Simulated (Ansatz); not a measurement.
Reactions of CH$_{3}$FSSi, SMILES `F[SiH]1CS1`.

Isolated molecules relaxed with PBE0-D4/def2-TZVP in Ansatz; ΔE leaves out vibrations. CBS: MP2 limit from def2 TZ/QZ plus the TZ coupled-cluster correction, frozen cores. This one scheme is used for every species, atoms too. Functionals use def2-TZVPP. Open shells (•) are unrestricted, without spin–orbit coupling. Spin–orbit coupling would lower the free atoms: a little for C, F, S, Si. def2 core potentials past Kr. For I, Sn outer-core shells are correlated without core-valence functions, so the limit isn't a true one: a few kJ/mol of doubt a bond, and 10 to 20 or more in all where bonds break to atoms. Each species was taken in one conformer, which may not be the lowest.

```tsv
reaction	HF/CBS(def2) (eV)	MP2/CBS(def2) (eV)	ωB97M-V (eV)
`F[SiH]1CS1` + H₂O → `O[SiH]1CS1` + H–F	0.39	0.30	0.34
`F[SiH]1CS1` + HI → `I[SiH]1CS1` + H–F	0.73	0.28	0.53
`F[SiH]1CS1` + PH₃ → `P[SiH]1CS1` + H–F	1.45	1.03	1.17
`F[SiH]1CS1` + `C[S][SnH]([Cl])[Cl]` → `C[Si]1(F)CS1` + `[SH][SnH]([Cl])[Cl]`	-0.66	-0.61	-0.66
`F[SiH]1CS1` + HCl → `Cl[SiH]1CS1` + H–F	0.54	0.28	0.39
`F[SiH]1CS1` + `FC[SiH]([SiH3])Cl` → `[SiH3][SiH]1CS1` + `FC[SiH](F)Cl`	-0.17	-0.21	-0.17
`F[SiH]1CS1` + H₂ → `C1[SiH2]S1` + H–F	1.18	1.19	1.20
`F[SiH]1CS1` + `Cl[SiH]1C[SiH2]1` → `C1[SiH2]S1` + `F[Si]1(Cl)C[SiH2]1`	0.07	0.06	0.05
`F[SiH]1CS1` → C• + F• + 3 H• + S• + Si•	19.32	27.43	26.82
`F[SiH]1CS1` → `FC1[SiH2]S1`	2.49	2.53	2.35
```

Task: Give the CCSD(T)/CBS values in the same order. (Best estimate.)

Result: Computed: 0.32, 0.41, 1.07, -0.62, 0.35, -0.19, 1.15, 0.06, 26.73, 2.42 eV.

Largest T1 diagnostic: 0.014, for `FC1[SiH2]S1`.
